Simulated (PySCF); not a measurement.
An unknown is described by computed data only.

Formula: C4H9ClF2Si.

* Rotational structure: rotational constants A, B, C: 1.723, 1.100, 1.010 GHz [PBE0-D3(BJ)/def2-TZVP]
* NMR, other nuclei: isotropic shieldings of nuclei other than C and H, by class: 250 (2 F), 340 (1 Si), 625 (1 Cl) ppm [GIAO B97-2/pcSseg-2]
* Dipole: 3.00 D [B97-2/pcSseg-2]
* 13C NMR: chemical shifts (computed TMS as zero) by class: 148.3 (1 C), -4.3 (3 C) ppm [GIAO B97-2/pcSseg-2]
* 1H NMR: chemical shifts (computed TMS as zero) by class: 0.25 (9 H) ppm [GIAO B97-2/pcSseg-2]

Gas-phase values; electronic properties from PySCF, density fitting. Levels stand in brackets. Geometry: PBE0-D3(BJ)/def2-TZVP; no solvent, vibrations or thermal averaging. NMR values are class means; diastereotopic atoms form classes of their own.

Task: What is the compound? Reason from the data.

Result: Numbering: `[CH3:1][Si:2]([CH3:3])([CH3:4])[C:5]([F:6])([F:7])[Cl:8]`. Its formula, C4H9ClF2Si, gives 0 degrees of unsaturation, so no ring and no π bond. 4 carbons fall into 2 classes; from least to most shielded: CF2 carbon [C5] (148.3 ppm), Si-methyl carbon [C1/C3/C4] (-4.3 ppm, 3 C). All hydrogens form one class (0.25 ppm): methyl hydrogen. The other shieldings belong to: 250 ppm, fluorine of a CF2 group [F6/F7]; 340 ppm, four-coordinate silicon [Si2]; 625 ppm, chlorine on a fluorinated carbon [Cl8]. The optimised geometry has point group Cs and is an asymmetric top. Structure: `C[Si](C)(C)C(F)(F)Cl` (TMS-CClF2). The assignments are read from this structure; whether some other isomer fits the data as well wasn't checked.

The values belong to the conformer `[CH3:1][Si:2]([CH3:3])([CH3:4])[C:5]([F:6])([F:7])[Cl:8]`: C1–Si2–C5–F6 179°.
